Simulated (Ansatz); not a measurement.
# Ligand exchange: how K changes with temperature for InH2(OH) + MgH(SH) ⇌ InH2(SH) + MgH(OH)

Species: InH2(OH), singlet; MgH(SH), singlet; InH2(SH), singlet; MgH(OH), singlet. The partners trade OH for SH: In–OH and Mg–SH bonds give way to In–SH and Mg–OH.

The electronic reaction energy at CCSD(T)/def2-TZVPP is -48.7 kJ/mol. Shapes: PBE0-D4/def2-TZVP. Programs: Ansatz 0.2.0. Enthalpy and entropy come from rigid-rotor, harmonic-oscillator sums on unscaled PBE0-D4/def2-TZVP wavenumbers, ideal gases at 1 bar. Symmetry numbers: InH2(OH) 1, MgH(SH) 1, InH2(SH) 1, MgH(OH) 1. R = 8.3145 J/(mol K).

| T (K) | ΔH (kJ/mol) | ΔS (J/(mol K)) |
| --- | --- | --- |
| 700 | -45.1 | +6.5 |
| 1000 | -43.7 | +8.2 |
| 1300 | ? | ? |

Work out ln K at 700 and 1000 K, and from these estimate it at 1300 K.


1. 700 K: ΔG = -45.1 − 700 × (+6.5)/1000 = -49.6 kJ/mol; ln K = −ΔG/RT = +8.52.
2. 1000 K: ΔG = -43.7 − 1000 × (+8.2)/1000 = -51.9 kJ/mol; ln K = −ΔG/RT = +6.24.
3. Slope against 1000/T: (+6.24 − (+8.52))/(1.0000 − 1.4286) = +5.32, that is −ΔH/R with ΔH near -44 kJ/mol.
4. 1300 K: ln K = +8.52 + (+5.32) × (0.7692 − 1.4286) = +5.01.

The full sums give ΔH = -42.5 kJ/mol, ΔS = +9.3 J/(mol K), ΔG = -54.6 kJ/mol and ln K = +5.05 at 1300 K, so the line is off by -0.04 in ln K; without rounding the miss is -0.04, from the change of ΔH with temperature. The products are favoured over this whole range. An error of 10 kJ/mol in the energy moves ln K by 0.9 at 1300 K. Soft modes are treated as harmonic, which can err either way at these temperatures; the lowest are those of MgH(OH) (123 cm⁻¹). For atoms past krypton def2 sets carry core potentials with scalar relativity. Outer-core shells of In, Mg are correlated, in sets that cover them unevenly.
